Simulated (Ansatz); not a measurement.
Input for Ansatz (a first-principles code): R-PBE0/def2-TZVPPD on BiClH2 (SMILES [Cl][BiH2]). Elements past Kr take the def2 small-core potentials; no spin–orbit coupling. Files ending in .json are basis or fitting sets from the Basis Set Exchange.

Ansatz 0.2 input:
```yaml
crystal:
  periodic: [false, false, false]
  atoms:
    - {symbol: Cl, position_ang: [1.84301533, -0.75688818, 1.44602340]}
    - {symbol: Bi, position_ang: [0.26125346, 0.58006264, 0.01951290]}
    - {symbol: H, position_ang: [-0.56858731, -0.88407077, -0.61333565]}
    - {symbol: H, position_ang: [1.38252755, 0.53930461, -1.39424110]}
basis:
  gaussian:
    orbitals: def2-TZVPPD.json
hamiltonian:
  xc: {name: PBE0}
scf: {lower_state_search: off}
```

Program output:

```
WARN ansatz: RAYON_NUM_THREADS=1 ignored (pool sized by the plan → 1); use --threads N
Functional definition: PBE0
these checks for a lower state are left out or cut short: stability, starts, cluster_reference, orbital_swaps, neighbouring_geometries, increment
integrals: 0.05 GiB planned
900 factors; their error is unknown
mean field: 0.51 GiB planned
mean field evaluation 1: about -18391.4696 eV, gradient 1.8e1 eV
mean field evaluation 2: about -18390.4539 eV, gradient 2.8e1 eV
mean field evaluation 4: about -18392.4658 eV, gradient 1.2e0 eV
mean field evaluation 8: about -18392.6018 eV, gradient 4.3e-2 eV
mean field evaluation 16: about -18392.6018 eV, gradient 3.0e-6 eV
mean field -18392.60177849 eV, -675.9156484064 hartree, gradient 3.0e-6 eV, S^2 0.000000; 0 other end points of the search recorded, 0 dependent functions left out
reference -18392.60181742 eV, -675.9156498369 hartree; 21, 21 occupied and 120, 120 virtual orbitals, 900 factors
Total energy: -18392.60181742 eV, -675.9156498369 hartree
Checks for a lower state left out: stability, starts, cluster_reference, orbital_swaps, neighbouring_geometries, increment
```

Self-consistency was reached.

Cost: about 1.6 core-seconds (a rough figure).
